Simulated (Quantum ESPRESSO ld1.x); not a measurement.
Pt, 78 electrons, occupied as [Xe] 4f14 5d9 7f1 (not the ground configuration). All-electron calculation, non-relativistic Kohn-Sham, LDA (Slater exchange, VWN5 correlation), spin-polarised, spherical densities, point nucleus; open shells are filled with parallel spins first; relativity is left out, which matters for an element this heavy. Program: ld1.x of Quantum ESPRESSO 7.5. Some entries of the table are withheld. Estimate them.

orbital  occ.  eigenvalue (hartree)  <1/r> (bohr^-1)  <r> (bohr)
1s up       1              -2613.35            77.41     0.01942
1s down     1              -2613.35            77.41     0.01942
2s up       1              -435.108            18.21     0.08185
2s down     1              -435.105            18.21     0.08185
2p up       3              -418.210            18.25     0.06916
2p down     3              -418.208            18.25     0.06916
3s up       1              -101.525            7.041      0.2069
3s down     1              -101.523            7.041      0.2069
3p up       3              -93.5589            6.998      0.1971
3p down     3              -93.5576            6.998      0.1971
3d up       5              -78.6501            6.930      0.1723
3d down     5              -78.6483            6.930      0.1723
4s up       1              -21.3614            3.069      0.4569
4s down     1              -21.3589            3.069      0.4569
4p up       3              -17.9481            2.982      0.4615
4p down     3              -17.9455            2.982      0.4615
4d up       5              -11.6704            2.797      0.4709
4d down     5              -11.6674            2.797      0.4709
4f up       7              -3.28958            2.436      0.5036
4f down     7              -3.28550            2.437      0.5033
5s up       1              -3.21110            1.260       1.053
5s down     1              -3.19255            1.262       1.052
5p up       3              -2.14614            1.144       1.151
5p down     3              -2.12640            1.145       1.150
5d up       5                   (1)           0.8173       1.613
5d down     4                   (2)           0.8148       1.621
7f up       1              -0.01084          0.03061       44.14
7f down     0              -0.00991          0.03315       42.55

Answer. 
(1) 5d up eigenvalue (hartree): -0.53251
(2) 5d down eigenvalue (hartree): -0.51278
